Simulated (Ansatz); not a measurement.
HgF₂⁻, 3 atoms. Hardware: 4 threads of Arm Neoverse V2 on a shared host.

In the def2 sets Hg takes a core potential; there is no spin–orbit coupling. Correlated methods freeze 2 core orbitals; core or outer-core shells of Hg are correlated, in sets that lack core-valence functions.

Problem. How many basis functions does each of these Ansatz runs have, and roughly what does it cost? PBE with 35 % exact exchange/def2-TZVPD, charge -1 doublet, energy, from earlier orbitals; BHLYP-D4/def2-TZVPD, charge -1 quartet, energy, from earlier orbitals; CAM-B3LYP-D4/def2-TZVPD, charge -1 doublet, energy, from earlier orbitals; PBE-D4/def2-TZVPD, charge 0 singlet at the geometry of the charge -1 doublet, energy, from earlier orbitals; PBE0-D4/def2-SVPD, charge -1 doublet, energy, from earlier orbitals; CCSD(T)/def2-TZVPPD, charge 0 singlet at the geometry of the charge -1 doublet, energy, from earlier orbitals; PBE with 15 % exact exchange/def2-TZVPD, charge -1 doublet, energy, from earlier orbitals; B3LYP-D4/def2-TZVPD, charge -1 quartet, energy, from earlier orbitals; PBE0-D4/def2-TZVPD, charge 0 triplet at the geometry of the charge -1 doublet, energy; PBE-D4/def2-TZVPD, charge -1 doublet, energy, from earlier orbitals; LDA (SPW92)/def2-TZVPD, charge -1 doublet, energy, from earlier orbitals; PBE-D4/def2-TZVPD, charge -1 doublet, frequencies.

Solution. Other jobs shared the machine, so times can vary by a factor of up to 3. A dash marks memory too small to be measured apart from the calling script's.

```csv
run,functions,fitting or Cholesky vectors,wall time,peak host memory (GiB)
"LDA (SPW92)/def2-TZVPD, charge -1 doublet, energy, from earlier orbitals",126,784,0.55 s,–
"PBE-D4/def2-TZVPD, charge 0 singlet at the geometry of the charge -1 doublet, energy, from earlier orbitals",126,784,0.6 s,–
"PBE0-D4/def2-SVPD, charge -1 doublet, energy, from earlier orbitals",81,734,0.8 s,–
"PBE-D4/def2-TZVPD, charge -1 doublet, energy, from earlier orbitals",126,784,1 s,–
"PBE with 15 % exact exchange/def2-TZVPD, charge -1 doublet, energy, from earlier orbitals",126,802,1.2 s,–
"PBE with 35 % exact exchange/def2-TZVPD, charge -1 doublet, energy, from earlier orbitals",126,887,1.3 s,–
"CAM-B3LYP-D4/def2-TZVPD, charge -1 doublet, energy, from earlier orbitals",126,815,1.6 s,–
"B3LYP-D4/def2-TZVPD, charge -1 quartet, energy, from earlier orbitals",126,815,1.9 s,–
"BHLYP-D4/def2-TZVPD, charge -1 quartet, energy, from earlier orbitals",126,934,3.8 s,–
"PBE0-D4/def2-TZVPD, charge 0 triplet at the geometry of the charge -1 doublet, energy",126,845,4.3 s,–
"PBE-D4/def2-TZVPD, charge -1 doublet, frequencies",126,784,8.5 s,–
"CCSD(T)/def2-TZVPPD, charge 0 singlet at the geometry of the charge -1 doublet, energy, from earlier orbitals",142,934,9.5 s,0.79
```
